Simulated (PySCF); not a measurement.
C8H10Si.
Cartesian coordinates in Å at the PBE0-D3(BJ)/def2-SVP level; atoms count from 1:
```
atom  x, y, z in Å
C1     4.5008    2.0640    0.4368
C2     3.2067    1.4080    0.3902
C3     2.1214    0.8602    0.3636
C4     0.8497    0.2187    0.2940
C5     0.1317   -0.2126    1.3666
Si6   -1.4511   -0.9769    0.7216
C7    -3.0257   -0.1345    1.3035
C8    -0.9785   -0.6221   -1.0591
C9     0.2236   -0.0153   -1.0425
H10    5.0862    1.8556   -0.4730
H11    4.3871    3.1568    0.5180
H12    5.0886    1.7238    1.3041
H13    0.5068   -0.0882    2.3840
H14   -1.5348   -2.4456    1.0068
H15   -3.9065   -0.5604    0.7987
H16   -3.1593   -0.2655    2.3884
H17   -2.9854    0.9430    1.0853
H18   -1.5051   -0.8318   -1.9925
H19    0.7631    0.3135   -1.9371
```

All values: PBE0/pcSseg-1 and wB97X-D/def2-SVPD (PySCF, non-relativistic), on one gas-phase PBE0-D3(BJ)/def2-SVP geometry that isn't relaxed in the solvent. The solvent is an IEF-PCM continuum (Bondi radii, 1.10 Å for H, scaled by 1.2). Specific hydrogen bonds and non-electrostatic terms are outside this model.

Gas phase at PBE0/pcSseg-1: HOMO -6.39 eV, LUMO -1.68 eV, dipole 1.01 D.

Task: What does the continuum do to the energy, the frontier levels and the dipole at PBE0/pcSseg-1 in acetone?

Result: 
| solvent | ε | E(solvent) − E(gas) (kcal/mol) | polarisation term (kcal/mol) | distortion of the solute (kcal/mol) | HOMO (eV) | LUMO (eV) | dipole (D) |
| --- | --- | --- | --- | --- | --- | --- | --- |
| acetone | 20.49 | -3.87 | -4.44 | 0.57 | -6.54 | -1.81 | 1.18 |

The polarisation term is half the interaction of the solute with the surface charges that it induces; the rest is the cost of distorting the solute's density. The sum is the electrostatic part of solvation alone.

Task: Which radius a makes the point-dipole formula ΔE = −[(ε − 1)/(2ε + 1)]·μ²/a³ give the value in acetone, with the gas-phase dipole?

Result: μ = 0.396 au and |ΔE| = 0.00617 Eh give a = 1.20 Å; the farthest nucleus lies 4.97 Å from the centroid of the nuclei, so such a sphere wouldn't even hold the nuclei. The formula assumes a rigid point dipole at the centre of a sphere.

Task: Give the dipole vector in the frame of the coordinates (D, pointing from negative to positive charge), gas and acetone.

Result: Gas (0.45, 0.90, 0.04), solvent (0.45, 1.09, 0.07). Its length changes by +18 % and its direction by 4°.

Task: Which Mulliken charges (PBE0/pcSseg-1) respond most in acetone (means over atoms taken as equivalent)?

Result: 
| atoms | environment | gas (e) | solvent (e) | change |
| --- | --- | --- | --- | --- |
| C3 | alkyne carbon | +0.294 | +0.259 | -0.035 |
| C2 | alkyne carbon | -0.276 | -0.297 | -0.021 |
| H18 | vinylic hydrogen | +0.112 | +0.128 | +0.016 |
| H10/H11/H12 | methyl hydrogen | +0.152 | +0.165 | +0.013 |
| C9 | alkene CH carbon | -0.042 | -0.054 | -0.012 |
| H13 | vinylic hydrogen | +0.092 | +0.105 | +0.013 |
| H19 | vinylic hydrogen | +0.088 | +0.100 | +0.012 |
| C7 | Si-methyl carbon | -0.629 | -0.641 | -0.012 |
| C4 | fully substituted alkene carbon | -0.426 | -0.435 | -0.009 |
| H15/H16/H17 | methyl hydrogen | +0.147 | +0.156 | +0.009 |
| C5 | alkene CH carbon | -0.318 | -0.326 | -0.008 |
| H14 | Si–H hydrogen | -0.077 | -0.085 | -0.008 |

Task: Which Mayer bond orders change most in acetone?

Result: 
```tsv
bond	length (Å)	gas	solvent	change
Si6–C7	1.878	0.971	0.984	+0.013
C1–C2	1.452	1.251	1.261	+0.010
C1–H10	1.102	0.926	0.919	-0.007
C1–H11	1.102	0.925	0.918	-0.007
C1–H12	1.102	0.927	0.920	-0.007
C4–C5	1.361	1.783	1.776	-0.007
C8–C9	1.347	1.855	1.849	-0.006
C9–C4	1.494	1.071	1.066	-0.005
```

Gas phase at wB97X-D/def2-SVPD: HOMO -8.13 eV, LUMO 0.03 eV, dipole 0.99 D.

Task: What does the continuum do to the energy, the frontier levels and the dipole at wB97X-D/def2-SVPD in acetone?

Result: 
```
solvent      ε  E(solvent) − E(gas) (kcal/mol)  polarisation term (kcal/mol)  distortion of the solute (kcal/mol)  HOMO (eV)  LUMO (eV)  dipole (D)
acetone  20.49                           -3.68                         -4.25                                 0.57      -8.28      -0.09        1.19
```

Task: How does the static polarisability (wB97X-D/def2-SVPD, frozen core, with the continuum's full static response) change?

Result: 
```
 medium  isotropic (au)  principal values (au)  ⟨r²⟩ of the electrons (bohr²)
    gas           125.5     84.9, 103.3, 188.3                         2082.0
acetone           169.2    118.1, 144.4, 245.2                         2078.3
```

The isotropic value in acetone is 1.35 times the gas-phase one; no cavity-field correction is applied. ⟨r²⟩ is taken about the centre of nuclear charge.

The pairwise dispersion term of wB97X-D wasn't added to the energies; at a given geometry it leaves orbitals and properties as they are.
